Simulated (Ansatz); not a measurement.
Cost and result up the ladder for Li5Al2 (the lowest doublet isomer of a short search) (7 atoms). The state is a doublet with charge 0. Geometry: r2SCAN-D4/def2-TZVP.

```xyz
7

Al    0.060   -0.361   -0.675
Al    1.844   -1.013    1.103
Li   -0.525   -2.236    1.111
Li   -2.595   -0.390   -0.791
Li   -0.705    1.899   -1.846
Li   -0.328    0.977    1.537
Li    2.248    1.124   -0.438
```

Ansatz on 4 threads of Intel Xeon Platinum 8488C on a shared host. Times are rough, and most runs start from the orbitals of an earlier one. PBE0-D4/def2-TZVPD serves as the yardstick here, not as an exact answer. Differences are given only for rows in sets of like size (and for xTB, whose basis is part of the method), since another set adds its own error. Binding counts from free atoms at the same level (Al doublet, Li doublet; other spins of the atoms weren't run), without zero-point energy or a counterpoise term.

B3LYP takes the VWN-RPA correlation. Correlated methods freeze 10 core orbitals; core or outer-core shells of Li are correlated, in sets that lack core-valence functions. The structure comes from a short search, and lower isomers may exist.

Run but left out: HF/6-31G, LC-ωPBE/def2-TZVP, MP2/def2-TZVP, CCSD(T)/def2-TZVPD, CCSD(T)/def2-TZVPP (⟨S²⟩ 1.07 to 2.08, where a pure state has 0.75).

Correlated methods converge slowly with the basis.

```tsv
level	functions	wall time	binding energy per atom (eV)	difference from PBE0-D4/def2-TZVPD (eV)	remarks
PBE-D4/def2-SVP	81	1.9 s	1.37	–	–
B3LYP-D4/6-31G	71	2.5 s	1.13	–	–
PBE-D4/def2-TZVPD	171	3.3 s	1.34	0.05	–
RPA@PBE/def2-TZVP	144	3.7 s	1.03	-0.26	–
PBE-D4/def2-TZVP (with forces)	144	4.1 s	1.33	0.05	–
PBE0-D4/def2-SVP	81	4.4 s	1.32	–	–
BHLYP-D4/def2-TZVP	144	6.5 s	1.12	-0.16	–
B97M-V/def2-TZVP	144	6.5 s	1.35	0.06	–
PBE0-D4/def2-TZVP	144	7 s	1.28	-0.01	–
PBE0-D4/def2-TZVPD	171	8.5 s	1.29	0.00	–
r2SCAN-D4/def2-TZVP	144	10 s	1.32	0.04	spin-contaminated (⟨S²⟩ 0.85)
B2PLYP/def2-TZVP	144	12 s	1.17	-0.11	–
r2SCAN-D4/def2-TZVPD	171	15 s	1.33	0.04	spin-contaminated (⟨S²⟩ 0.85)
r2SCANh-D4/def2-TZVP	144	16 s	1.31	0.02	spin-contaminated (⟨S²⟩ 0.88)
```
